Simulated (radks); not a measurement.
The numbers below are computed, except where a source is named.
Ionisation of V19+, [He] 2s2, to V20+, [He] 2s1, under several functionals. Dirac Kohn-Sham, spin-unpolarised, spherical densities, finite nucleus; a radial shooting solver on a logarithmic mesh with Libxc functionals.

functional                                        E(V19+) (hartree)  Exc (hartree)  IE (eV)  -e(HOMO) (eV)  <r> HOMO (bohr)  IE error (eV)
exchange-only PBE                                        -630.33838      -18.29104   1488.3         1448.5           0.2766           +1.6
B86b exchange with PBE correlation                       -630.60563      -18.56126   1489.9         1450.2           0.2765           +3.2
AM05                                                     -629.05914      -16.99193   1486.8         1447.3           0.2768           +0.1
LDA (Slater exchange, Perdew-Zunger correlation)         -628.63544      -16.56125   1486.6         1446.9           0.2768           -0.1

NIST Atomic Spectra Database: 1486.7 eV (semi-empirical). Closest: LDA (Slater exchange, Perdew-Zunger correlation). The Delta-SCF values span 3.23 eV, the total energies 1.97 hartree. The highest occupied level is 2s1/2. Spin polarisation and multiplet splitting are left out, so open shells lie too high by an amount that depends on their filling.

Beside tabulated values, note that spin-unpolarised runs miss the spin-polarisation part of the exchange energy of open shells.
